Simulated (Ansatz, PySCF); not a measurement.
NbO (SMILES [O]=[Nb]), quartet, geometry from GFN2-xTB (such geometries of metal compounds can be far from the true shape) (core potentials on Nb). Base run: CAMB3LYP/def2-TZVP in PySCF.

Here is a job for PySCF.
```python
from pyscf import gto, scf, dft

mol = gto.Mole()
mol.atom = '''
    Nb   -0.00000000   -0.00000000   -0.28078053
    O     0.00000000    0.00000000    1.43900022
'''
mol.basis = 'def2-tzvp'
mol.ecp = {'Nb': 'def2-tzvp'}
mol.spin = 3
mol.verbose = 4
mol.build()

mf = dft.UKS(mol)
mf.xc = 'camb3lyp'
mf.kernel()
```

The same geometry, method and basis name were run in Ansatz (a program for electronic structure) and PySCF, at each program's defaults and at the settings that a row names. The base is PySCF at its defaults. Differences at the defaults can come from grids, fitting, cores and function types together. The rows with settings made alike still differ; the cause (another SCF solution, basis table, core potential or functional code) wasn't traced.

```csv
code and settings,ΔE vs base (mEh),basis functions,E (Eh),SCF cycles,dipole (D)
"PySCF, defaults (exact integrals, its default grid, spherical functions)",0.000,71,-132.05954,19,4.82
"Ansatz, defaults (factorised integrals, its default grid, spherical functions)",-63.012,71,-132.12255,-,-
"PySCF, density fitting with def2-universal-jkfit",-0.022,71,-132.05956,19,4.82
"PySCF, fine grid",0.001,71,-132.05954,19,4.82
"Ansatz, high accuracy",-63.016,71,-132.12255,-,-
```

Open shells are given as the SCF converged; they aren't shown to be the lowest states, and a large step between rows can be another state.
